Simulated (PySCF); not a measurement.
1-ethynylcyclopropane-1-carbaldehyde (C6H6O), SMILES C(#C)C1(C=O)CC1.

Geometry: ωB97X-D3(BJ)/def2-SVP. The values are those of a single conformer.

Computed with TDA-PBE/def2-SVPD (PySCF).

Vertical excitations. Isolated molecule, no solvent. State labels are in the subgroup Cs.

Computed UV-visible absorptions:
```json
[
 {"state": "S1", "symmetry": "A\"", "energy (eV)": "4.11", "λ (nm)": "302", "f": "0.000", "main pairs": "HOMO→LUMO 99 %"},
 {"state": "S2", "symmetry": "A'", "energy (eV)": "4.50", "λ (nm)": "276", "f": "0.023", "main pairs": "HOMO−1→LUMO 95 %"},
 {"state": "S3", "symmetry": "A\"", "energy (eV)": "4.96", "λ (nm)": "250", "f": "0.000", "main pairs": "HOMO−2→LUMO 99 %"},
 {"state": "S4", "symmetry": "A'", "energy (eV)": "5.87", "λ (nm)": "211", "f": "0.015", "main pairs": "HOMO→LUMO+1 91 %"},
 {"state": "S5", "symmetry": "A\"", "energy (eV)": "5.93", "λ (nm)": "209", "f": "0.000", "main pairs": "HOMO→LUMO+2 98 %"},
 {"state": "S6", "symmetry": "A\"", "energy (eV)": "6.14", "λ (nm)": "202", "f": "0.001", "main pairs": "HOMO−1→LUMO+1 95 %"},
 {"state": "S7", "symmetry": "A'", "energy (eV)": "6.34", "λ (nm)": "196", "f": "0.025", "main pairs": "HOMO→LUMO+3 99 %"},
 {"state": "S8", "symmetry": "A\"", "energy (eV)": "6.40", "λ (nm)": "194", "f": "0.002", "main pairs": "HOMO−3→LUMO 93 %"},
 {"state": "S9", "symmetry": "A\"", "energy (eV)": "6.67", "λ (nm)": "186", "f": "0.039", "main pairs": "HOMO−1→LUMO+3 99 %"},
 {"state": "S10", "symmetry": "A'", "energy (eV)": "6.68", "λ (nm)": "186", "f": "0.043", "main pairs": "HOMO−1→LUMO+2 53 %, HOMO−2→LUMO+1 44 %"},
 {"state": "T1", "symmetry": "A\"", "energy (eV)": "3.57", "λ (nm)": "347", "f": "0", "main pairs": "HOMO→LUMO 99 %"},
 {"state": "T2", "symmetry": "A'", "energy (eV)": "4.12", "λ (nm)": "301", "f": "0", "main pairs": "HOMO−1→LUMO 99 %"},
 {"state": "T3", "symmetry": "A\"", "energy (eV)": "4.82", "λ (nm)": "257", "f": "0", "main pairs": "HOMO−2→LUMO 99 %"},
 {"state": "T4", "symmetry": "A'", "energy (eV)": "5.24", "λ (nm)": "237", "f": "0", "main pairs": "HOMO−1→LUMO+2 46 %, HOMO→LUMO+1 26 %, HOMO−2→LUMO+1 22 %"}
]
```
Triplets are in the Tamm–Dancoff approximation.
